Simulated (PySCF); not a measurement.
O₂Si, SMILES O=[Si]=O. Atoms are numbered in the order given.

```xyz
3

O      0.0000     0.0000     1.5050
Si     0.0000     0.0000     0.0000
O      0.0000     0.0000    -1.5050
```

Geometry optimised at ωB97X-D3(BJ)/def2-TZVP.

These are ωB97X-D3(BJ)/def2-TZVP (PySCF) values and carry that method's errors.

Frequencies are harmonic and unscaled.

Modes within 1.5 cm⁻¹ of each other (mostly degenerate sets) share a row, with their intensities summed.

| mode | ν (cm⁻¹) | IR (km/mol) | Raman (Å⁴/amu) | depolarisation | moving atoms (share of kinetic energy) |
|---|---|---|---|---|---|
| 1–2 | 310 | 185.2 | 0.0 | – | Si 53 %, O 47 % |
| 3 | 1028 | 0.0 | 35.2 | 0.13 | O 100 % |
| 4 | 1481 | 106.7 | 0.0 | – | Si 53 %, O 47 % |
